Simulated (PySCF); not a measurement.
GeS (SMILES [S]=[Ge]), singlet, at a GFN2-xTB geometry, with bond 1-2 at 1.3 times its length; PBE0/6-31G* (PySCF).

Here is a job for PySCF.
```python
from pyscf import gto, scf, dft

mol = gto.Mole()
mol.atom = '''
    Ge    0.000000    0.000000   -1.288861
    S     0.000000    0.000000    1.356695
'''
mol.basis = '6-31g*'
mol.charge = 0
mol.spin = 0
mol.verbose = 4
mol.build()

mf = dft.RKS(mol)
mf.xc = 'pbe0'
mf.init_guess = '1e'
mf.kernel()
mf.analyze()
```

Problem. Write the output that PySCF gives for this input, abridged.

Solution. 
```
PySCF version 2.14.0

[INPUT] verbose = 4
[INPUT] num. atoms = 2
[INPUT] num. electrons = 48
[INPUT] charge = 0
[INPUT] spin (= nelec alpha-beta = 2S) = 0
[INPUT] symmetry False subgroup None
[INPUT] Mole.unit = angstrom
[INPUT] Symbol           X                Y                Z      unit          X                Y                Z       unit  Magmom
[...]
nuclear repulsion = 102.412775231762
number of shells = 20
number of NR pGTOs = 146
number of NR cGTOs = 50
basis = 6-31g*
ecp = {}

******** <class 'pyscf.dft.rks.RKS'> ********
method = RKS
initial guess = 1e
damping factor = 0
level_shift factor = 0
DIIS = <class 'pyscf.scf.diis.CDIIS'>
diis_start_cycle = 1
diis_space = 8
diis_damp = 0
SCF conv_tol = 1e-09
SCF conv_tol_grad = None
SCF max_cycles = 50
direct_scf = True
direct_scf_tol = 1e-13
XC library pyscf.dft.libxc version 7.1.2
    S. Lehtola, C. Steigemann, M. J. T. Oliveira, and M. A. L. Marques,  SoftwareX 7, 1–5 (2018)
XC functionals = pbe0
    C. Adamo and V. Barone,  J. Chem. Phys. 110, 6158 (1999)
    M. Ernzerhof and G. E. Scuseria,  J. Chem. Phys. 110, 5029 (1999)
radial grids:
    Treutler-Ahlrichs [JCP 102, 346 (1995); DOI:10.1063/1.469408] (M4) radial grids

becke partition: Becke, JCP 88, 2547 (1988); DOI:10.1063/1.454033
pruning grids: <function nwchem_prune>
grids dens level: 3
symmetrized grids: False
atomic radii adjust function: <function treutler_atomic_radii_adjust>
small_rho_cutoff = 0
Set gradient conv threshold to 3.16228e-05
Initial guess from hcore.
[...]
tot grids = 39520
init E= -2410.09480970307
[...]
cycle= 1 E= -2174.20046168054  delta_E=  236  |g|= 7.88  |ddm|= 43.6
[...]
cycle= 2 E= -2260.7260171781  delta_E= -86.5  |g|= 6.75  |ddm|= 44.1
[...]
cycle= 3 E= -2467.61560454268  delta_E= -207  |g|= 6.74  |ddm|= 13.7
[...]
cycle= 4 E= -2470.40919909098  delta_E= -2.79  |g|= 4.81  |ddm|= 6.71
[...]
cycle= 5 E= -2470.96490252086  delta_E= -0.556  |g|= 3.79  |ddm|= 6.01
[...]
cycle= 6 E= -2474.02140770314  delta_E= -3.06  |g|= 1.06  |ddm|= 4.27
[...]
cycle= 7 E= -2474.41001000057  delta_E= -0.389  |g|= 0.242  |ddm|= 1.22
[...]
cycle= 8 E= -2474.36555206918  delta_E= 0.0445  |g|= 0.425  |ddm|= 0.752
[...]
cycle= 9 E= -2474.42861498733  delta_E= -0.0631  |g|= 0.107  |ddm|= 0.342
[...]
cycle= 10 E= -2474.4326605642  delta_E= -0.00405  |g|= 0.0199  |ddm|= 0.139
[...]
cycle= 11 E= -2474.43280881549  delta_E= -0.000148  |g|= 0.00271  |ddm|= 0.0199
[...]
cycle= 12 E= -2474.43281151024  delta_E= -2.69e-06  |g|= 0.000467  |ddm|= 0.0028
[...]
cycle= 13 E= -2474.43281160659  delta_E= -9.64e-08  |g|= 2.75e-05  |ddm|= 0.000631
[...]
cycle= 14 E= -2474.43281160729  delta_E= -6.97e-10  |g|= 1.39e-05  |ddm|= 0.000114
[...]
Extra cycle  E= -2474.43281160533  delta_E= 1.96e-09  |g|= 6.86e-05  |ddm|= 9.74e-05
converged SCF energy = -2474.43281160533
**** SCF Summaries ****
Total Energy =                       -2474.432811605327061
Nuclear Repulsion Energy =             102.412775231762254
One-electron Energy =                -3646.590118462786450
Two-electron Energy =                 1069.744531625697164
Two-electron Coulomb Energy =         1173.855868676449290
DFT Exchange-Correlation Energy =     -104.111337050752041
HOMO-LUMO gap [eV] =                     2.993631988066679
**** MO energy ****
[...]
 ** Mulliken pop on meta-lowdin orthogonal AOs  **
 ** Mulliken pop  **
 ** Mulliken atomic charges  **
charge of    0Ge =      0.36053
charge of    1S =     -0.36053
Dipole moment(X, Y, Z, Debye): -0.00000, -0.00000, -4.63861
```
